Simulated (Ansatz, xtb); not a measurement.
# Ranking isomers of N2Si2

5 gas-phase structures of N2Si2, found in a search over its isomers (lower ones may exist). Each was relaxed with GFN2-xTB; where two conformers were screened, the lower at r2SCAN-D4/def2-SVP is listed:

A. `N#[Si]N=[Si]`, a triplet
B. a singlet given by its coordinates
C. `N#[Si]N=[Si]`, a singlet
D. `N#[Si][Si]#N`, a singlet
E. a singlet given by its coordinates

B (Å):

```xyz
4

N    -0.6340   -0.7160   -0.5848
N     0.3964    0.0305   -0.3701
Si    1.7374    0.8642   -0.1468
Si   -1.9120   -1.6553   -0.7505
```

Close contacts (Å): N1–N2 1.29, N1–Si4 1.59, N2–Si3 1.59.

E (Å):

```tsv
atom	x (Å)	y (Å)	z (Å)
N	0.7962	-0.7524	-0.2231
N	-0.1268	0.5419	-0.0247
Si	-0.7413	-0.9757	0.5536
Si	0.6150	0.3177	-1.5791
```

Close contacts (Å): N1–N2 1.60, N1–Si3 1.74, N1–Si4 1.74, N2–Si3 1.74, N2–Si4 1.74.

Which do you expect lowest at r2SCAN-D4/def2-SVP, and how would the others follow?

Calculated order at r2SCAN-D4/def2-SVP: B (0.0), C (32.0), E (33.0), A (76.8), D (109.5) kcal/mol.

Energies above the lowest of each column, in kcal/mol; the last columns are at B3LYP-D4/def2-TZVP geometries and were run for some of them only (a dash: not run or not comparable):

```
structure  GFN2-xTB  HF/STO-3G  r2SCAN-D4/def2-SVP  B3LYP-D4/def2-TZVP  CCSD(T)/def2-TZVPP
        B      23.6        9.9                 0.0                 0.0                 0.0
        C       0.0       66.2                32.0                26.8                18.3
        E      38.3        0.0                33.0                   –                   –
        A         –       76.0                76.8                   –                   –
        D      20.5      144.5               109.5                   –                   –
```

CCSD(T)/def2-TZVPP puts B lowest of those it was run on; GFN2-xTB picks C, HF/STO-3G picks E. Some further structures that were screened fall inside this span and aren't listed. Frequencies (B3LYP-D4/def2-TZVP) were run for B, C alone. GFN2-xTB has no spin polarisation and isn't compared across spin states. Open shells are spin-unrestricted, some with notable spin contamination. Large T1 diagnostics make some coupled-cluster values less sure.

Over these structures GFN2-xTB departs from r2SCAN-D4/def2-SVP by 37.5 kcal/mol on average once a common shift is removed. A GFN2-xTB relaxation took about 0.067 s and the r2SCAN-D4/def2-SVP energy about 0.65 s on a shared host (Ansatz 0.2.0, xtb 6.7.1).
